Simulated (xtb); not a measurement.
C2H6Cl2Sn, SMILES C[CH2][SnH]([Cl])[Cl]. All values are semi-empirical tight-binding results from xtb (GFN2-xTB unless named), good for trends rather than for accurate numbers. Geometry optimised at GFN2-xTB. The structure was generated by enumeration; whether it is a known compound was not checked. One conformer was computed; it need not be the lowest.

The geometry has at least one imaginary mode, so it is a saddle point at that level.

For metal compounds this method's bond lengths and energies can be far off.

Computed properties:
```yaml
orbital_gap: 3.50 eV
```
